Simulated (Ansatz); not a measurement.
Gas-phase electronic energies from Ansatz, PBE0-D4/def2-TZVP geometries. CCSD(T)/CBS is the MP2 limit (def2-TZVPP, def2-QZVPP) plus CCSD(T) − MP2 in def2-TZVPP, frozen cores. This one scheme is used for every species. Functionals use def2-TZVPP.

Consider the hydrogenolysis of a C–C bond: `CC1([SiH3])BO1` + H₂ → `[SiH3]C1BO1` + CH₄.

Is it downhill or uphill in electronic energy at CCSD(T)/CBS, and by how much? (Best estimate.)

Ansatz gave: Downhill: ΔE = -13.8 kcal/mol.

What do these levels give: PBE0-D4, PBE, MP2/def2-TZVPP, CCSD/def2-TZVPP, HF/CBS(def2), MP2/CBS(def2)? (An estimate is asked.)

Ansatz gave: PBE0-D4 -14.0, PBE -14.7, MP2/def2-TZVPP -13.1, CCSD/def2-TZVPP -15.3, HF/CBS(def2) -19.5, MP2/CBS(def2) -12.8 kcal/mol.

Largest T1 diagnostic among the species: 0.016.

In def2-TZVPP, CCSD(T) changes the Hartree–Fock value by +5.4 kcal/mol (the triples alone add +1.2 kcal/mol) and MP2 by +6.5 kcal/mol. The D4 term adds +2.5 kcal/mol with B3LYP and +1.4 kcal/mol with PBE0; it sums over pairs of atoms, weighted by their polarisabilities, and B3LYP, whose exchange is more repulsive, gets the larger term. From PBE to PBE0 (25 % exact exchange), in def2-TZVPP and without D4, ΔE moves by −0.7 kcal/mol.

B3LYP here is the variant with VWN-RPA as its local correlation; programs differ in this.
